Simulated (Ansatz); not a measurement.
`C=C(F)SC` and `C=[C](F)[GeH2][CH3]` differ in one atom or group.

Ansatz, PBE0-D4/def2-TZVP geometries, multiplicity 1. Each molecule was computed in one conformer, which needn't be the lowest.

Scalar relativity is left out up to krypton.

| property | `C=C(F)SC` |
| --- | --- |
| LUMO energy (PBE0/def2-TZVPP) / eV | -0.21 |
| size of the dipole moment (PBE/def2-TZVPP) / D | 1.18 |
| HOMO energy (B3LYP/def2-TZVPP) / eV | -6.49 |
| HOMO–LUMO gap (ωB97M-V/def2-TZVPP) / eV | 10.72 |
| LUMO energy (PBE/def2-TZVPP) / eV | -1.18 |
| HOMO–LUMO gap (PBE/def2-TZVPP) / eV | 4.37 |

(1) What does the change do to each property? (An estimate is asked.)

## Answers

(1) Ansatz gave: 
```csv
property,`C=[C](F)[GeH2][CH3]`,shift
LUMO energy (PBE0/def2-TZVPP) / eV,-0.06,0.15
size of the dipole moment (PBE/def2-TZVPP) / D,1.89,0.71
HOMO energy (B3LYP/def2-TZVPP) / eV,-7.38,-0.89
HOMO–LUMO gap (ωB97M-V/def2-TZVPP) / eV,11.92,1.20
LUMO energy (PBE/def2-TZVPP) / eV,-1.04,0.14
HOMO–LUMO gap (PBE/def2-TZVPP) / eV,5.35,0.98
```

With PBE0 the HOMO falls by 0.91 eV and the LUMO rises by 0.15 eV, so the gap widens by about 1.06 eV. PBE moves the HOMO by -0.83 eV and ωB97M-V by -1.01 eV. Dipoles are sizes alone; their direction can turn.

B3LYP here is the variant with VWN-RPA as its local correlation; programs differ in this.
